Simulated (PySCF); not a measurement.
C4H10AlO (SMILES [CH3][Al+][O]C(C)C), charge +1, singlet, at a GFN2-xTB geometry (such geometries of metal compounds can be far from the true shape); B3LYP/STO-3G in PySCF.

The PySCF input:
```python
from pyscf import gto, scf, dft

mol = gto.Mole()
mol.atom = '''
    Al   -0.104200    0.571405    1.337624
    C     0.040789    1.182292    3.199812
    H    -0.308122    0.387428    3.870116
    H    -0.579486    2.077126    3.334644
    H     1.087295    1.421936    3.423357
    O    -0.274420    0.102685   -0.188834
    C    -0.297404   -0.400195   -1.551553
    C    -0.347743   -1.914148   -1.494772
    C     0.929434    0.126224   -2.269531
    H    -1.210492   -0.000544   -2.004033
    H     0.556054   -2.304411   -1.029869
    H    -0.425518   -2.315440   -2.501820
    H    -1.213038   -2.244423   -0.923118
    H     0.949981    1.213950   -2.239896
    H     1.834085   -0.259748   -1.802618
    H     0.908744   -0.190666   -3.308939
'''
mol.basis = 'sto-3g'
mol.charge = 1
mol.spin = 0
mol.verbose = 4
mol.build()

mf = dft.RKS(mol)
mf.xc = 'b3lyp'
mf.kernel()
```

It wrote (shortened):

```
PySCF version 2.14.0

[INPUT] verbose = 4
[INPUT] num. atoms = 16
[INPUT] num. electrons = 54
[INPUT] charge = 1
[INPUT] spin (= nelec alpha-beta = 2S) = 0
[INPUT] symmetry False subgroup None
[INPUT] Mole.unit = angstrom
[INPUT] Symbol           X                Y                Z      unit          X                Y                Z       unit  Magmom
[INPUT]  1 Al    -0.104200000000   0.571405000000   1.337624000000 AA   -0.196909462180   1.079798956207   2.527743017645 Bohr   0.0
[INPUT]  2 C      0.040789000000   1.182292000000   3.199812000000 AA    0.077080038895   2.234208079264   6.046768330097 Bohr   0.0
[INPUT]  3 H     -0.308122000000   0.387428000000   3.870116000000 AA   -0.582266192953   0.732132812988   7.313459310297 Bohr   0.0
[INPUT]  4 H     -0.579486000000   2.077126000000   3.334644000000 AA   -1.095069833020   3.925199266213   6.301563882924 Bohr   0.0
[INPUT]  5 H      1.087295000000   1.421936000000   3.423357000000 AA    2.054689766609   2.687069606660   6.469207156613 Bohr   0.0
[INPUT]  6 O     -0.274420000000   0.102685000000  -0.188834000000 AA   -0.518578643103   0.194046527101  -0.356844543006 Bohr   0.0
[INPUT]  7 C     -0.297404000000  -0.400195000000  -1.551553000000 AA   -0.562012108350  -0.756258946420  -2.932010237747 Bohr   0.0
[INPUT]  8 C     -0.347743000000  -1.914148000000  -1.494772000000 AA   -0.657139031735  -3.617215481884  -2.824709698668 Bohr   0.0
[INPUT]  9 C      0.929434000000   0.126224000000  -2.269531000000 AA    1.756375710859   0.238528790347  -4.288792021210 Bohr   0.0
[INPUT] 10 H     -1.210492000000  -0.000544000000  -2.004033000000 AA   -2.287498355977  -0.001028011012  -3.787073514590 Bohr   0.0
[INPUT] 11 H      0.556054000000  -2.304411000000  -1.029869000000 AA    1.050789770469  -4.354705668435  -1.946170354180 Bohr   0.0
[INPUT] 12 H     -0.425518000000  -2.315440000000  -2.501820000000 AA   -0.804112481073  -4.375547457863  -4.727754612959 Bohr   0.0
[INPUT] 13 H     -1.213038000000  -2.244423000000  -0.923118000000 AA   -2.292309598690  -4.241344777675  -1.744440200656 Bohr   0.0
[INPUT] 14 H      0.949981000000   1.213950000000  -2.239896000000 AA    1.795203913540   2.294033028916  -4.232789987509 Bohr   0.0
[INPUT] 15 H      1.834085000000  -0.259748000000  -1.802618000000 AA    3.465918339173  -0.490852581404  -3.406454327211 Bohr   0.0
[INPUT] 16 H      0.908744000000  -0.190666000000  -3.308939000000 AA    1.717277277342  -0.360306521266  -6.252988472892 Bohr   0.0

nuclear repulsion = 276.961536243913
number of shells = 30
number of NR pGTOs = 132
number of NR cGTOs = 44
basis = sto-3g
ecp = {}

******** <class 'pyscf.dft.rks.RKS'> ********
method = RKS
initial guess = minao
damping factor = 0
level_shift factor = 0
DIIS = <class 'pyscf.scf.diis.CDIIS'>
diis_start_cycle = 1
diis_space = 8
diis_damp = 0
SCF conv_tol = 1e-09
SCF conv_tol_grad = None
SCF max_cycles = 50
direct_scf = True
direct_scf_tol = 1e-13
XC library pyscf.dft.libxc version 7.1.2
    S. Lehtola, C. Steigemann, M. J. T. Oliveira, and M. A. L. Marques,  SoftwareX 7, 1–5 (2018)
XC functionals = b3lyp
    P. J. Stephens, F. J. Devlin, C. F. Chabalowski, and M. J. Frisch,  J. Phys. Chem. 98, 11623 (1994)
radial grids:
    Treutler-Ahlrichs [JCP 102, 346 (1995); DOI:10.1063/1.469408] (M4) radial grids

becke partition: Becke, JCP 88, 2547 (1988); DOI:10.1063/1.454033
pruning grids: <function nwchem_prune>
grids dens level: 3
symmetrized grids: False
atomic radii adjust function: <function treutler_atomic_radii_adjust>
small_rho_cutoff = 0
Set gradient conv threshold to 3.16228e-05
Initial guess from minao.
tot grids = 187816
init E= -470.416300846664
  HOMO = -0.375104517198737  LUMO = -0.0686490862690469  gap/eV = 8.33908
cycle= 1 E= -469.947072558843  delta_E= 0.469  |g|= 0.677  |ddm|= 4.78
  HOMO = -0.23580239797346  LUMO = -0.118363629911315  gap/eV = 3.19567
cycle= 2 E= -468.097985946972  delta_E= 1.85  |g|=  2.8  |ddm|= 3.44
  HOMO = -0.369285195559901  LUMO = -0.123206997754278  gap/eV = 6.69613
cycle= 3 E= -470.109148904896  delta_E= -2.01  |g|= 0.214  |ddm|= 2.55
  HOMO = -0.369199903982626  LUMO = -0.138698846764672  gap/eV = 6.27225
cycle= 4 E= -470.120322560563  delta_E= -0.0112  |g|= 0.0971  |ddm|= 0.358
  HOMO = -0.383727327110123  LUMO = -0.135990943900673  gap/eV = 6.74125
cycle= 5 E= -470.123335962107  delta_E= -0.00301  |g|= 0.0141  |ddm|= 0.121
  HOMO = -0.38430127200037  LUMO = -0.135808964658331  gap/eV = 6.76182
cycle= 6 E= -470.123400519668  delta_E= -6.46e-05  |g|= 0.00399  |ddm|= 0.0198
  HOMO = -0.38461005695064  LUMO = -0.135303502781059  gap/eV = 6.78398
cycle= 7 E= -470.123405759714  delta_E= -5.24e-06  |g|= 0.000306  |ddm|= 0.00559
  HOMO = -0.384610227288315  LUMO = -0.135359052931032  gap/eV = 6.78247
cycle= 8 E= -470.123405790682  delta_E= -3.1e-08  |g|= 9.51e-05  |ddm|= 0.000408
  HOMO = -0.384588934694346  LUMO = -0.135353197696125  gap/eV = 6.78205
cycle= 9 E= -470.123405793518  delta_E= -2.84e-09  |g|= 1.5e-05  |ddm|= 0.000105
  HOMO = -0.384587774426057  LUMO = -0.135354735136085  gap/eV = 6.78198
cycle= 10 E= -470.12340579359  delta_E= -7.23e-11  |g|= 1.51e-06  |ddm|= 2e-05
  HOMO = -0.384587805963251  LUMO = -0.135354493335666  gap/eV = 6.78198
Extra cycle  E= -470.123405793589  delta_E= 1.36e-12  |g|= 1.26e-06  |ddm|= 3.74e-06
converged SCF energy = -470.123405793589
```
